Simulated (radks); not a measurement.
Ho35+, 32 electrons, occupied as [Ar] 3d10 4s2 4p2. Method: non-relativistic Kohn-Sham, LB94 model potential, spin-polarised, spherical densities, point nucleus; open shells are filled with parallel spins first (spin-orbit coupling, left out, can overturn this in heavy ions); relativity is left out, which matters for an element this heavy; computed with a radial shooting solver on a logarithmic mesh with Libxc functionals. Some entries of the table are withheld. Estimate them.

orbital,occ.,eigenvalue (hartree),<1/r> (bohr^-1),r(max) (bohr)
1s up,1,-1963.810,66.50,0.01501
1s down,1,-1963.809,66.50,0.01501
2s up,1,-360.7359,15.53,0.08194
2s down,1,-360.7054,15.53,0.08195
2p up,3,-346.9460,15.57,0.06370
2p down,3,-346.8919,15.57,0.06371
3s up,1,-119.2784,5.979,0.2257
3s down,1,-119.2781,5.972,0.2259
3p up,3,-113.0662,(1),0.2131
3p down,3,-113.0563,(2),0.2132
3d up,5,-101.6304,5.845,0.1685
3d down,5,-101.6164,5.842,0.1685
4s up,1,-57.16083,(3),0.4771
4s down,1,-57.05657,(4),0.4756
4p up,2,-54.54499,(5),0.4735
4p down,0,-54.44955,(6),0.4718

Answer. 
(1) 3p up <1/r> (bohr^-1): 5.932
(2) 3p down <1/r> (bohr^-1): 5.926
(3) 4s up <1/r> (bohr^-1): 2.959
(4) 4s down <1/r> (bohr^-1): 2.977
(5) 4p up <1/r> (bohr^-1): 2.914
(6) 4p down <1/r> (bohr^-1): 2.933
